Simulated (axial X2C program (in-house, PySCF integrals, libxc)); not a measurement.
**MgAs: bond constants with and without spin–orbit coupling**

All values were computed with an in-house relativistic program for diatomic molecules. Spin-free means the one-electron spin-free X2C Hamiltonian; two-component (2c) means X2C with spin–orbit coupling and atomic mean-field two-electron Coulomb and Gaunt terms, so the difference of the two also holds small scalar two-electron terms. Basis: As dyall-v4z [10s11p8d2f1g], Mg dyall-v4z [11s10p7d5f3g] (cores contracted in-house); Gaussian nuclei, density fitting, unrestricted open shells. Masses: As 74.922 u, Mg 23.985 u.

The run was started with this input:
```json
{
 "zs": [
  33,
  12
 ],
 "q": 0,
 "bas": [
  "dyall-v4z",
  "dyall-v4z"
 ],
 "levels": [
  "PBE0",
  "HF",
  "r2SCAN",
  "B97-3"
 ],
 "cc": false,
 "r0": 2.6,
 "npts": 10,
 "nst": 2,
 "ntry": 6
}
```
```bash
python so2c.py task.json out
```

Keys: zs atomic numbers; q charge; bas basis sets; levels methods; cc coupled cluster on or off; r0 starting distance in Å; npts points on the curve; nst determinants followed; ntry starts of the search. HF also brings MP2.

State, spin-free: M_S = 3/2, Λ = 0 (beyond evenly filled blocks: σα, π+α, π-α); electrons by block: σα: 12, σβ: 11, π+α: 5, π+β: 4, π-α: 5, π-β: 4, δ+α: 1, δ+β: 1, δ-α: 1, δ-β: 1. Fragments: As + Mg.

State, 2c: Ω = 3/2 (⟨Sz⟩ = 1.49, ⟨Lz⟩ = 0.01 at HF); electrons by block: 1/2: 16, -1/2: 16, 3/2: 6, -3/2: 5, 5/2: 1, -5/2: 1. Fragments: As + Mg.

```tsv
Hamiltonian	level	Re (Å)	ωe (cm⁻¹)	ωexe (cm⁻¹)	αe (cm⁻¹)	De (eV)	k (mdyn/Å)	μ (D)
spin-free	PBE0	2.638	246.1	2.12	0.00115	0.739	0.648	1.61
spin-free	r2SCAN	2.634	253.9	n/a	0.00102	0.905	0.69	1.70
spin-free	B97-3	2.659	237.6	2.27	0.00122	0.663	0.604	1.55
2c	HF	2.647	238.3	4.54	0.00169	0.189	0.608	2.17
2c	MP2	2.625	266.9	n/a	0.000906	0.511	0.763	n/a
```

Spin-free values that have a 2c row agree with it to the digits that matter (0.001 Å, 0.01 eV) and are not repeated.

Correlated methods: 7 electrons correlated (number of frozen shells: As 3 s, 2 p, 1 d; Mg 2 s, 1 p), 353 virtual spin orbitals or spinors in MP2.

Dipoles are positive if Mg is the positive end.

One determinant describes the state; a PBE0 search over occupations chose it and may have missed a lower one. De is counted from the lowest determinant-based energies of the atoms at the same level, without counterpoise correction. Other states lie close and PBE0, whose exact exchange favours high spin, may order them wrongly; the determinant shown need not be the ground state. The nearest other spin-free determinant of the search, M_S = 1/2, Λ = 0, lies 0.16 eV up at the distance of the search. With several unpaired electrons one determinant need not be a pure state. Some points did not converge and are left out. This is the top spin component of a Σ state; components of lower Ω are not single determinants and can lie lower. The determinant is spin-polarised beyond a pure state at some levels (its spin-free form has ⟨S²⟩ too high), which makes Re and μ there less reliable. The stretched end of a curve changes character and is left out.

No reliable constants came from B97-3 (2c), PBE0 (2c), r2SCAN (2c): no minimum in range, unconverged points, a curve that is not smooth, a change of character along it, or the two Hamiltonians disagreeing along it.

Rough cost a point (2c) on 1 thread(s) of a shared host, integrals apart: HF 1.2 s.
